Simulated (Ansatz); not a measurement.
`[NH2][Ti]1234([NH2])([NH2])[C@@H]5[C@H]1[C@H]2[C@]3([SiH3])[C@@H]54`, charge 0, multiplicity 1.

Question: Give a relaxed structure at PBE0-D4/def2-TZVP (Ansatz 0.2.0). (An estimate is asked.)

Answer: The calculation gave: 
Z-matrix (Å, degrees):
```
Ti
N 1 1.904
C 1 2.404 2 144.0
N 1 1.901 2 101.0 3 136.6
C 1 2.371 2 92.1 3 30.3
C 1 2.385 2 87.4 3 -4.2
N 1 1.901 2 105.2 3 -117.3
C 1 2.377 2 125.2 3 41.5
C 1 2.425 2 115.2 3 -24.2
H 2 1.008 1 130.3 3 20.1
H 2 1.010 1 119.2 3 -151.6
H 3 1.080 1 119.0 2 -164.6
H 4 1.009 1 128.7 2 -85.0
H 4 1.009 1 120.5 2 106.4
Si 5 1.854 1 116.5 2 39.7
H 6 1.081 1 118.3 2 -23.7
H 7 1.011 1 120.0 2 -15.0
H 7 1.009 1 129.4 2 152.8
H 8 1.080 1 117.8 2 102.0
H 9 1.079 1 119.4 2 -83.6
H 15 1.487 5 110.9 1 45.3
H 15 1.490 5 110.8 1 164.7
H 15 1.485 5 109.4 1 -76.1
```
This is one stationary point; other conformers may exist.
